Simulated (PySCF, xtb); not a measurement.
C3H9Ge, SMILES C[C](C)[GeH3], multiplicity 2.

Harmonic wavenumbers (cm⁻¹) from GFN2-xTB (xtb 6.7.1) at its own minimum, in rising order: 53, 103, 105, 224, 239, 299, 477, 528, 534, 786, 832, 873, 947, 969, 979, 1002, 1213, 1241, 1390, 1402, 1457, 1467, 1471, 1485, 1920, 1997, 2058, 2907, 2911, 2952, 2957, 3009, 3011.

Task: What does PBE-D3(BJ)/def2-SVP (PySCF) give at its own minimum? (The exact figures need the calculation; the answer reports its results.)

Result: 46, 90, 116, 221, 251, 289, 515, 531, 561, 807, 838, 858, 893, 932, 934, 957, 1176, 1218, 1320, 1330, 1383, 1389, 1398, 1414, 2018, 2061, 2074, 2895, 2900, 2954, 2956, 3049, 3049. Paired by order, the mean absolute difference is 34 cm⁻¹ and the zero-point energies are 62.6 and 62.1 kcal/mol.
